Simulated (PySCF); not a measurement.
CH6FGeN.
InChI=1S/CH6FGeN/c2-1-3-4/h1,3-4H2

The calculation used MP2 and CCSD/aug-cc-pVDZ in PySCF, restricted Hartree–Fock reference, 12 core orbitals frozen, non-relativistic, gas phase, PBE0-D3(BJ)/def2-SVP geometry.

E(HF) = -2270.60113 Eh.

Problem. How large is the problem?

Solution. 159 basis functions and 60 electrons; 12 orbitals frozen, which leaves o = 18 correlated occupied and v = 129 virtual orbitals. That is o·v = 2322 singles and o·v(o·v + 1)/2 = 2697003 distinct closed-shell doubles amplitudes before symmetry; the costliest CCSD step grows as o²v⁴ = 9.0 × 10^10.

Problem. What are the MP2 and CCSD correlation energies?

Solution. MP2 -0.6675 Eh and CCSD -0.7096 Eh, which gives totals of -2271.26867 and -2271.31074 Eh. That is 0.536 eV for each correlated electron at CCSD (1863 kJ/mol in all, 0.031 % of the total energy); MP2 gives 94.1 % of the CCSD value.

Problem. What is the T1 diagnostic?

Solution. 0.0110, below the customary warning level of 0.02. It is the norm of the spatial-orbital singles amplitudes over the root of the number of correlated electrons, so the norm is 0.066.

Problem. How does correlation change the dipole moment?

Solution. HF gives 1.62 D and CCSD (unrelaxed density) 1.42 D, a change of -0.20 D.

Connected triples and the basis-set limit are missing.

Conformer computed: `[NH2:1][GeH2:2][CH2:3][F:4]`: N1–Ge2–C3–F4 -56°, H–N1–Ge2–C3 -64°, H–N1–Ge2–C3 60°.

One conformer stands for the species.
